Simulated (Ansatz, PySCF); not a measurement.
Here is a job for Ansatz (a first-principles code).
Ansatz 0.2 input:
```yaml
crystal:
  periodic: [false, false, false]
  atoms:
    - {symbol: Bi, position_ang: [0.31935808, -0.02910973, 0.37116121]}
    - {symbol: Cl, position_ang: [0.59421202, 0.41454246, -2.06120785]}
    - {symbol: Cl, position_ang: [-2.15343088, -0.27241847, 0.24906782]}
basis:
  gaussian:
    orbitals: def2-SVP
hamiltonian:
  xc: {name: wB97M-V}
magnetization: {spin_polarized: true, initial_magnetization: 1}
accuracy: high
```

Q: Give the equivalent PySCF input.

A: Several could match; the one computed here: 
```python
from pyscf import gto, scf, dft

mol = gto.M(
    atom='''
Bi    0.31935808   -0.02910973    0.37116121
Cl    0.59421202    0.41454246   -2.06120785
Cl   -2.15343088   -0.27241847    0.24906782
''',
    basis='def2-svp',
    ecp={'Bi': 'def2-svp'},
    spin=1,
    verbose=4,
)

mf = dft.UKS(mol)
mf.xc = 'wb97m_v'
mf.grids.atom_grid = (99, 590)
mf.grids.prune = None
mf.kernel()
```

Both were run: Ansatz gave -1134.698780 Eh and PySCF -1134.698767 Eh, 0.013 mEh apart.
